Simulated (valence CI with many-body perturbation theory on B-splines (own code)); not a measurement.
## Level structure of Zn17+

Calculated by configuration interaction combined with many-body perturbation theory (CI+MBPT): three valence electrons over a frozen Dirac-Fock core [Ne], radial functions for each j: 9 s, 9 p, 8 d, 6 f, 3 g, 1 h, with the one-electron correlation potential Σ1 (screened to all orders), the two-electron term Σ2, the three-electron term Σ3, Breit, model QED; selected single and double excitations, second order for the rest, scaled by the run's own slope (own B-spline code, finite nucleus).

No measured spectrum was set against this ion. As an estimate, levels of excited configurations hold to 0.05 to 0.15 % of their energy, terms of the ground configuration to about 0.5 %.

Levels 1 to 32 of 32, with energies above the lowest level, 3s²3p ²P°_1/2. "Leading %" is the weight of the configuration and term that name the level; weights of strongly mixed levels are sums over their largest components and can fall short, so below about 35 % the name and the second component can differ from the true leading terms, or belong to a minority configuration. In the jj column 3d3/2^4 stands for four electrons in 3d with j = 3/2. Lifetimes count E1, E2, E3, M1 and M2 decay at the calculated energies, and are blank where another channel may lead or the interval is too uncertain; long ones can be off by a factor of two.

```tsv
No.	Configuration	Term	J	E (cm⁻¹)	Leading %	Leading jj	Lifetime	Second component
1	3s²3p	²P°	1/2	0	98	3s^2 3p1/2 (98 %)		
2	3s²3p	²P°	3/2	39500	97	3s^2 3p3/2 (97 %)	1.80 ms	
3	3s3p²	⁴P	1/2	295210	97	3s 3p1/2^2 (60 %)	6.80 ns	
4	3s3p²	⁴P	3/2	313060	99	3s 3p1/2 3p3/2 (93 %)	40.7 ns	
5	3s3p²	⁴P	5/2	331470	93	3s 3p1/2 3p3/2 (57 %)	8.18 ns	6 % 3s3p² ²D
6	3s3p²	²D	3/2	398430	85	3s 3p1/2 3p3/2 (67 %)	227 ps	11 % 3s²3d ²D
7	3s3p²	²D	5/2	405790	82	3s 3p3/2^2 (52 %)	358 ps	11 % 3s²3d ²D
8	3s3p²	²S	1/2	472970	54	3s 3p1/2^2 (39 %)	29.2 ps	41 % 3s3p² ²P
9	3s3p²	²P	1/2	513760	56	3s 3p3/2^2 (65 %)	24.1 ps	42 % 3s3p² ²S
10	3s3p²	²P	3/2	524780	94	3s 3p3/2^2 (64 %)	17.2 ps	
11	3s²3d	²D	3/2	609330	85	3s^2 3d3/2 (85 %)	16.9 ps	12 % 3s3p² ²D
12	3s²3d	²D	5/2	614330	86	3s^2 3d5/2 (86 %)	19.7 ps	11 % 3s3p² ²D
13	3p³	²D°	3/2	752740	52	3p1/2^2 3p3/2 (59 %)	82.1 ps	22 % 3s3p3d ²D°
14	3p³	²D°	5/2	765480	68	3p1/2 3p3/2^2 (68 %)	163 ps	30 % 3s3p3d ²D°
15	3p³	⁴S°	3/2	774010	80	3p1/2 3p3/2^2 (79 %)	23.2 ps	11 % 3p³ ²D°
16	3s3p3d	⁴F°	3/2	829120	96	3s 3p1/2 3d3/2 (83 %)	929 ps	
17	3s3p3d	⁴F°	5/2	837580	96	3s 3p1/2 3d3/2 (42 %)	868 ps	
18	3p³	²P°	1/2	843000	81	3p1/2 3p3/2^2 (81 %)	41.0 ps	17 % 3s3p3d ²P°
19	3s3p3d	⁴F°	7/2	850250	97	3s 3p1/2 3d5/2 (48 %)	904 ps	
20	3p³	²P°	3/2	854870	64	3p3/2^3 (63 %)	41.6 ps	13 % 3s3p3d ²P°
21	3s3p3d	⁴F°	9/2	869190	100	3s 3p3/2 3d5/2 (100 %)		
22	3s3p3d	⁴P°	5/2	889950	60	3s 3p1/2 3d5/2 (88 %)	26.6 ps	30 % 3s3p3d ⁴D°
23	3s3p3d	⁴D°	3/2	893640	63	3s 3p1/2 3d3/2 (45 %)	21.1 ps	33 % 3s3p3d ⁴P°
24	3s3p3d	⁴D°	1/2	895500	89	3s 3p1/2 3d3/2 (67 %)	18.2 ps	9 % 3s3p3d ⁴P°
25	3s3p3d	⁴D°	7/2	916630	96	3s 3p3/2 3d5/2 (67 %)	19.6 ps	
26	3s3p3d	⁴D°	5/2	917930	68	3s 3p3/2 3d3/2 (65 %)	20.3 ps	24 % 3s3p3d ⁴P°
27	3s3p3d	⁴P°	1/2	918760	90	3s 3p3/2 3d3/2 (96 %)	27.0 ps	9 % 3s3p3d ⁴D°
28	3s3p3d	⁴P°	3/2	918920	62	3s 3p3/2 3d3/2 (85 %)	23.7 ps	35 % 3s3p3d ⁴D°
29	3s3p3d	²D°	3/2	933160	73	3s 3p3/2 3d5/2 (33 %)	20.7 ps	18 % 3p³ ²D°
30	3s3p3d	²D°	5/2	934830	60	3s 3p3/2 3d5/2 (62 %)	23.0 ps	15 % 3s3p3d ⁴P°
31	3s3p3d	²F°	5/2	959400	90	3s 3p1/2 3d5/2 (47 %)	40.5 ps	8 % 3s3p3d ²D°
32	3s3p3d	²F°	7/2	989610	99	3s 3p3/2 3d5/2 (65 %)	38.2 ps
```

Names give the largest LS component (configuration and term), which can be under half, so a name can repeat, a term be missing and a line seem to break the LS rules; names also repeat where a configuration has a term twice.

The ionisation energy to 3s² ¹S0 of the next ion comes out as 617.63 eV (NIST: 613.3 ± 2.4 eV (semi-empirical)). All 32 levels together are meant to be complete up to 997750 cm⁻¹.
